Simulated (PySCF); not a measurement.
F₃OSi, SMILES [Si]([O])(F)(F)F, multiplicity 2. Atoms are numbered in the order given.

```xyz
5

O     -1.0617     1.3186     0.0000
Si    -0.0060     0.0248     0.0000
F     -0.9249    -1.2777     0.0000
F      0.9390     0.0335    -1.2839
F      0.9390     0.0335     1.2839
```
Charge 0, spin multiplicity 2.

Geometry optimised at B3LYP-D3(BJ)/def2-SVP. The isomer is the one that the SMILES or the coordinates give; other isomers of the formula were not compared.

Method: r2SCAN/def2-TZVP run with PySCF.

ESP charges are fitted to the potential on shells at 1.4 to 2.0 van der Waals radii. Atomic charges (e):

```json
[
 {"atom": "O1", "Löwdin": "0.05", "meta-Löwdin": "-0.41", "ESP fit": "-0.28", "Mulliken spin": "0.96"},
 {"atom": "Si2", "Löwdin": "-0.21", "meta-Löwdin": "1.82", "ESP fit": "1.11", "Mulliken spin": "0.00"},
 {"atom": "F3", "Löwdin": "0.06", "meta-Löwdin": "-0.46", "ESP fit": "-0.27", "Mulliken spin": "0.03"},
 {"atom": "F4", "Löwdin": "0.05", "meta-Löwdin": "-0.47", "ESP fit": "-0.28", "Mulliken spin": "0.01"},
 {"atom": "F5", "Löwdin": "0.05", "meta-Löwdin": "-0.47", "ESP fit": "-0.28", "Mulliken spin": "0.01"}
]
```

Give the Mayer and Wiberg (Löwdin basis) orders of the bonds. (An estimate is asked for; the answer gives what the named calculation found.)


```tsv
bond	Mayer	Wiberg
O1–Si2	1.21	1.71
Si2–F3	1.16	1.75
Si2–F4	1.17	1.75
Si2–F5	1.17	1.75
```
